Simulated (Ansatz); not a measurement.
PBE exchange is replaced step by step with exact exchange (0 % is PBE, 25 % PBE0; no dispersion term), basis def2-TZVP, Ansatz. System: Be2S2 (the lowest singlet isomer of a short search). Total charge 0; singlet. Geometry: PBE-D4/def2-TZVP, each spin state at its own.

The relaxed quintet has other bonds than the singlet, so its gap is one between isomers.

Geometry of the singlet:

```xyz
4

Be    0.156   -0.677    0.681
Be   -0.156    0.677   -0.681
S    -1.404    0.462    0.781
S     1.405   -0.462   -0.781
```

The structure comes from a short search, and lower isomers may exist.

```json
{"exact exchange (%)": "0", "HOMO (eV)": "-5.80", "LUMO (eV)": "-3.56", "gap (eV)": "2.24", "triplet − singlet (kJ/mol)": "202.5", "quintet − singlet (kJ/mol)": "510.7"}
{"exact exchange (%)": "5", "HOMO (eV)": "-6.01", "LUMO (eV)": "-3.41", "gap (eV)": "2.60", "triplet − singlet (kJ/mol)": "207.6", "quintet − singlet (kJ/mol)": "514.5"}
{"exact exchange (%)": "15", "HOMO (eV)": "-6.44", "LUMO (eV)": "-3.10", "gap (eV)": "3.34", "triplet − singlet (kJ/mol)": "217.9", "quintet − singlet (kJ/mol)": "522.0"}
{"exact exchange (%)": "25", "HOMO (eV)": "-6.87", "LUMO (eV)": "-2.80", "gap (eV)": "4.08", "triplet − singlet (kJ/mol)": "228.3", "quintet − singlet (kJ/mol)": "529.6"}
{"exact exchange (%)": "35", "HOMO (eV)": "-7.32", "LUMO (eV)": "-2.50", "gap (eV)": "4.82", "triplet − singlet (kJ/mol)": "238.7", "quintet − singlet (kJ/mol)": "537.0"}
{"exact exchange (%)": "50", "HOMO (eV)": "-7.99", "LUMO (eV)": "-2.06", "gap (eV)": "5.93", "triplet − singlet (kJ/mol)": "254.3", "quintet − singlet (kJ/mol)": "548.1"}
```

Q: Fit a straight line to the column «quintet − singlet (kJ/mol)» against the share of exact exchange and predict its value at 10 %.

A: With x = exact exchange (%) and y = quintet − singlet (kJ/mol): mean x = 21.67, mean y = 527; Σ(x − x̄)(y − ȳ) = 1335, Σ(x − x̄)² = 1783; slope b = 0.7487, intercept a = ȳ − b·x̄ = 510.8. The residuals of the fitted rows reach 0.1. At x = 10 the line gives 510.8 + (0.7487 × 10) = 518.3; the run gave 518.3, the same within rounding.
